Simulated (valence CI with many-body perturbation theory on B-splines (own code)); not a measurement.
Ti8+: electric-dipole lines

Method: configuration interaction combined with many-body perturbation theory (CI+MBPT): four valence electrons over a frozen Dirac-Fock core [Ne], a basis of 11 s, 11 p, 9 d, 7 f, 5 g, 2 h, 1 i functions for each j, with the one-electron correlation potential Σ1 (screened to all orders), the two-electron term Σ2, the three-electron term Σ3, Breit, model QED; selected single and double excitations, second order for the rest, scaled by the run's own slope (own B-spline code, finite nucleus).

No measured spectrum was set against this ion. As an estimate, levels of excited configurations hold to 0.05 to 0.15 % of their energy, terms of the ground configuration to about 0.5 %.

Lines 101 to 150 of 225 in falling wavelength, among levels below 73.152 eV, chosen from the strongest by gf and those to the six lowest levels. Wavelengths and rates use the calculated energies, so an error of 100 cm⁻¹ moves a line at 34.55 nm by 0.035 % and its rate by three times that or more. Electric multipoles are in the length gauge, E1 and E2 with the static RPA response of the core. Weak lines are less certain than strong ones. Lines between different terms over intervals too small for the method are left out, as are lines whose strength nearly cancels. The highest levels of a list are the least certain.

Names give the largest LS component (configuration and term), which can be under half, so a name can repeat, a term be missing and a line seem to break the LS rules; names also repeat where a configuration has a term twice. Letters in brackets count levels of one name in rising energy.

| λ vac (nm) | Upper | Lower | A (s⁻¹) | S (a.u.) with core polarisation | S without |
| --- | --- | --- | --- | --- | --- |
| 34.55 | 3s.3p2.3d 3P_1 [a] | 3s.3p3 3P°_1 | 8.64e+08 | 5.27e-02 | 5.49e-02 |
| 34.53 | 3s.3p2.3d 3P_1 [a] | 3s.3p3 3P°_0 | 1.66e+09 | 1.01e-01 | 1.05e-01 |
| 34.31 | 3s.3p2.3d 3D_3 [a] | 3s.3p3 1D°_2 | 4.26e+08 | 5.94e-02 | 6.16e-02 |
| 34.29 | 3s.3p2.3d 3P_0 [a] | 3s.3p3 3P°_1 | 6.64e+09 | 1.32e-01 | 1.37e-01 |
| 34.13 | 3s.3p3 3S°_1 | 3s2.3p2 3P_2 | 2.12e+10 | 1.25e+00 | 1.30e+00 |
| 33.84 | 3s2.3p.3d 3P°_1 | 3s2.3p2 1S_0 | 1.64e+07 | 9.42e-04 | 9.71e-04 |
| 33.65 | 3s.3p3 3S°_1 | 3s2.3p2 3P_1 | 1.20e+10 | 6.75e-01 | 7.02e-01 |
| 33.63 | 3p4 1D_2 | 3s.3p3 5S°_2 | 9.62e+04 | 9.03e-06 | 9.35e-06 |
| 33.48 | 3s.3p2.3d 1F_3 | 3s.3p3 1D°_2 | 8.96e+09 | 1.16e+00 | 1.21e+00 |
| 33.30 | 3s.3p3 3S°_1 | 3s2.3p2 3P_0 | 4.35e+09 | 2.38e-01 | 2.47e-01 |
| 33.22 | 3s2.3p.3d 3F°_2 | 3s2.3p2 3P_2 | 1.66e+07 | 1.50e-03 | 1.55e-03 |
| 32.99 | 3s2.3p.3d 3D°_1 | 3s2.3p2 1S_0 | 9.11e+06 | 4.84e-04 | 5.00e-04 |
| 32.93 | 3s2.3p.3d 3F°_3 | 3s2.3p2 3P_2 | 5.57e+07 | 6.87e-03 | 7.09e-03 |
| 32.88 | 3s.3p3 1P°_1 | 3s2.3p2 3P_2 | 9.51e+08 | 5.00e-02 | 5.21e-02 |
| 32.77 | 3s2.3p.3d 3F°_2 | 3s2.3p2 3P_1 | 2.28e+07 | 1.98e-03 | 2.05e-03 |
| 32.64 | 3s.3p2.3d 5F_1 | 3s.3p3 5S°_2 | 1.29e+05 | 6.63e-06 | 6.84e-06 |
| 32.55 | 3s.3p2.3d 5F_2 | 3s.3p3 5S°_2 | 8.14e+05 | 6.92e-05 | 7.14e-05 |
| 32.43 | 3s.3p3 1P°_1 | 3s2.3p2 3P_1 | 1.92e+09 | 9.70e-02 | 1.01e-01 |
| 32.40 | 3s.3p2.3d 5F_3 | 3s.3p3 5S°_2 | 1.49e+06 | 1.76e-04 | 1.81e-04 |
| 32.11 | 3s.3p3 1P°_1 | 3s2.3p2 3P_0 | 3.94e+08 | 1.93e-02 | 2.01e-02 |
| 31.78 | 3s.3p2.3d 3D_3 [a] | 3s.3p3 3P°_2 | 4.50e+08 | 4.99e-02 | 5.19e-02 |
| 31.72 | 3s.3p2.3d 3D_1 [b] | 3s.3p3 1D°_2 | 6.27e+08 | 2.96e-02 | 3.07e-02 |
| 31.69 | 3s.3p2.3d 3P_2 [a] | 3s.3p3 3D°_3 | 1.58e+10 | 1.24e+00 | 1.29e+00 |
| 31.62 | 3s.3p2.3d 3P_2 [a] | 3s.3p3 3D°_2 | 5.09e+09 | 3.97e-01 | 4.12e-01 |
| 31.61 | 3s.3p2.3d 3P_2 [a] | 3s.3p3 3D°_1 | 4.81e+08 | 3.75e-02 | 3.89e-02 |
| 31.43 | 3s.3p2.3d 3D_3 [b] | 3s.3p3 1D°_2 | 5.00e+08 | 5.37e-02 | 5.56e-02 |
| 31.42 | 3s.3p2.3d 1P_1 | 3s.3p3 1D°_2 | 2.53e+10 | 1.16e+00 | 1.21e+00 |
| 31.26 | 3s.3p2.3d 3P_1 [a] | 3s.3p3 3D°_2 | 1.29e+10 | 5.83e-01 | 6.05e-01 |
| 31.25 | 3s.3p2.3d 3P_1 [a] | 3s.3p3 3D°_1 | 6.97e+09 | 3.15e-01 | 3.27e-01 |
| 31.10 | 3s.3p2.3d 5D_1 | 3s.3p3 5S°_2 | 3.73e+07 | 1.66e-03 | 1.72e-03 |
| 31.07 | 3s.3p2.3d 1F_3 | 3s.3p3 3P°_2 | 7.72e+08 | 8.00e-02 | 8.30e-02 |
| 31.06 | 3s.3p2.3d 5D_2 | 3s.3p3 5S°_2 | 9.51e+07 | 7.03e-03 | 7.25e-03 |
| 31.04 | 3s.3p2.3d 3P_0 [a] | 3s.3p3 3D°_1 | 1.90e+10 | 2.81e-01 | 2.91e-01 |
| 30.99 | 3s.3p2.3d 5D_3 | 3s.3p3 5S°_2 | 1.24e+08 | 1.27e-02 | 1.31e-02 |
| 30.86 | 3s2.3p.3d 3P°_2 [a] | 3s2.3p2 1D_2 | 1.33e+10 | 9.61e-01 | 9.98e-01 |
| 30.48 | 3s2.3p.3d 3P°_1 | 3s2.3p2 1D_2 | 2.65e+08 | 1.11e-02 | 1.15e-02 |
| 30.38 | 3s2.3p.3d 3P°_2 [b] | 3s2.3p2 1D_2 | 2.60e+10 | 1.80e+00 | 1.87e+00 |
| 30.11 | 3s.3p2.3d 3S_1 | 3s.3p3 1D°_2 | 7.66e+08 | 3.10e-02 | 3.20e-02 |
| 29.78 | 3s2.3p.3d 3D°_1 | 3s2.3p2 1D_2 | 1.33e+08 | 5.21e-03 | 5.38e-03 |
| 29.71 | 3s.3p2.3d 3F_3 [b] | 3s.3p3 3P°_2 | 5.49e+08 | 4.97e-02 | 5.15e-02 |
| 29.67 | 3s2.3p.3d 3D°_2 | 3s2.3p2 1D_2 | 4.79e+08 | 3.09e-02 | 3.19e-02 |
| 29.63 | 3s2.3p.3d 3D°_3 | 3s2.3p2 1D_2 | 4.77e+08 | 4.29e-02 | 4.44e-02 |
| 29.55 | 3s.3p2.3d 3F_2 [a] | 3s.3p3 5S°_2 | 4.74e+05 | 3.02e-05 | 3.12e-05 |
| 29.54 | 3s.3p2.3d 3D_1 [b] | 3s.3p3 3P°_1 | 4.10e+09 | 1.56e-01 | 1.62e-01 |
| 29.53 | 3s.3p2.3d 3D_1 [b] | 3s.3p3 3P°_0 | 8.19e+09 | 3.12e-01 | 3.23e-01 |
| 29.46 | 3s.3p2.3d 3D_2 [b] | 3s.3p3 3P°_2 | 1.67e+09 | 1.05e-01 | 1.09e-01 |
| 29.45 | 3s.3p2.3d 3D_2 [b] | 3s.3p3 3P°_1 | 1.16e+10 | 7.30e-01 | 7.55e-01 |
| 29.41 | 3s.3p2.3d 3F_3 [a] | 3s.3p3 5S°_2 | 3.45e+06 | 3.03e-04 | 3.13e-04 |
| 29.30 | 3s.3p2.3d 3D_3 [b] | 3s.3p3 3P°_2 | 1.25e+10 | 1.09e+00 | 1.12e+00 |
| 29.28 | 3s.3p2.3d 1P_1 | 3s.3p3 3P°_2 | 1.02e+09 | 3.80e-02 | 3.93e-02 |
